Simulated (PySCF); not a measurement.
Species: C4H6O2SSi.
InChI=1S/C4H6O2SSi/c5-3-6-1-4-2-8-7-4/h1,3H,2,8H2/b4-1-

Theory: TDDFT CAM-B3LYP/def2-SVPD, vertical, gas phase, core orbitals frozen in the response in PySCF 2.14.0, density-fitted response routines. One conformer (not necessarily the lowest) at the GFN2-xTB geometry, without solvent, vibrations or thermal averaging. Torsions of this conformer, `[O:1]=[CH:2][O:3]/[CH:4]=[C:5]1/[CH2:6][SiH2:7][S:8]1`: O1–C2–O3–C4 0°, C2–O3–C4–C5 -179°.

Computed states:

```
state  E (eV)       f
   S1    4.93  0.0031
   S2    5.19  0.0001
   S3    5.44   0.424
   S4    5.82  0.0014
   S5    5.86  0.0022
   S6    6.48   0.026
   S7    6.79  0.0014
   S8    6.97  0.0082
```

Broadening: Gaussians 0.4 eV wide at half height, area fixed by f = 4.319×10⁻⁹ ∫ε dν̃. The cross-section is σ = 3.8235×10⁻²¹ ε cm², given in Mb (10⁻¹⁸ cm²). The width is an assumption, not a result. The curve ends short of the highest state used, and states not computed would add to its high-energy end.

(1) Give the broadened spectrum and its maxima.

(2) On this curve, what absorbance would a 10⁻⁴ mol/L sample give at 222 nm over a 1 cm path?

(3) Coming from long wavelengths, where does ε first pass 100 L mol⁻¹ cm⁻¹?

(4) Does any computed singlet lie in the visible range?

Answers

(1) 
```
λ (nm)  σ (Mb)
 194.6    5.65
 196.8    4.00
 198.9    2.52
 201.0    1.48
 203.2    0.96
 205.3    0.96
 207.4    1.53
 209.5    3.01
 211.7    6.45
 213.8   12.81
 215.9   23.47
 218.0   38.96
 220.2   59.27
 222.3   79.66
 224.4   96.97
 226.5  107.40
 228.7  108.55
 230.8  100.51
 232.9   85.89
 235.1   67.17
 237.2   49.40
 239.3   34.03
 241.4   22.09
 243.6   13.33
 245.7    7.94
 247.8    4.67
 249.9    2.81
 252.1    1.75
 254.2    1.20
 256.3    0.88
 258.5    0.66
 260.6    0.50
 262.7    0.37
 264.8    0.27
 267.0    0.19
 269.1    0.13
 271.2    0.08
 273.3    0.05
 275.5    0.03
 277.6    0.02
 279.7    0.01
 281.8    0.01
 284.0    0.00
 286.1    0.00
```

Maxima: 228 nm (5.44 eV), ε about 29000, made up of S3 (100%) (ε in L mol⁻¹ cm⁻¹; maxima over ε = 5, shares over 10%). At its high-energy end, 6.37 eV, the curve is still rising (ε about 1500, from S6).

(2) 222 nm is 5.585 eV, where ε is about 20000 L mol⁻¹ cm⁻¹, so A = ε c l ≈ 2 (Beer–Lambert, with the gas-phase spectrum and the assumed width).

(3) At about 262 nm (4.72 eV), 0.21 eV below S1.

(4) No computed singlet lies in the visible range (380 to 750 nm); the lowest, at 251 nm, stands 1.67 eV above its violet end (3.26 eV).

Time: 53 s of wall time; peak memory 1.0 GiB. Hardware: Intel Xeon, one thread, shared host.
